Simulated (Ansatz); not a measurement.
`C[Si](S)(Cl)C=O` and `C[Si](N)(S)Cl` differ in one atom or group.

Ansatz, PBE0-D4/def2-TZVP geometries, multiplicity 1. Each molecule was computed in one conformer, which needn't be the lowest.

| property | `C[Si](S)(Cl)C=O` |
| --- | --- |
| size of the dipole moment (PBE/def2-TZVPP) / D | 1.23 |
| LUMO energy (B3LYP/def2-TZVPP) / eV | -2.09 |
| LUMO energy (PBE/def2-TZVPP) / eV | -2.95 |
| LUMO energy (PBE0/def2-TZVPP) / eV | -1.86 |
| HOMO–LUMO gap (B3LYP/def2-TZVPP) / eV | 4.78 |
| size of the dipole moment (ωB97M-V/def2-TZVPP) / D | 1.19 |

**Question.** Give the same properties after the change, and the shifts. (Estimate.)

**Answer.** Ansatz gave: 
```
                                          property  `C[Si](N)(S)Cl`  shift
    size of the dipole moment (PBE/def2-TZVPP) / D             2.83   1.60
               LUMO energy (B3LYP/def2-TZVPP) / eV             0.21   2.30
                 LUMO energy (PBE/def2-TZVPP) / eV            -0.36   2.59
                LUMO energy (PBE0/def2-TZVPP) / eV             0.53   2.39
             HOMO–LUMO gap (B3LYP/def2-TZVPP) / eV             7.48   2.70
size of the dipole moment (ωB97M-V/def2-TZVPP) / D             2.84   1.65
```

With PBE0 the HOMO falls by 0.44 eV and the LUMO rises by 2.39 eV, so the gap widens by about 2.83 eV. PBE moves the HOMO by -0.62 eV and ωB97M-V by -0.41 eV. Dipoles are sizes alone; their direction can turn.

B3LYP here is the variant with VWN-RPA as its local correlation; programs differ in this.
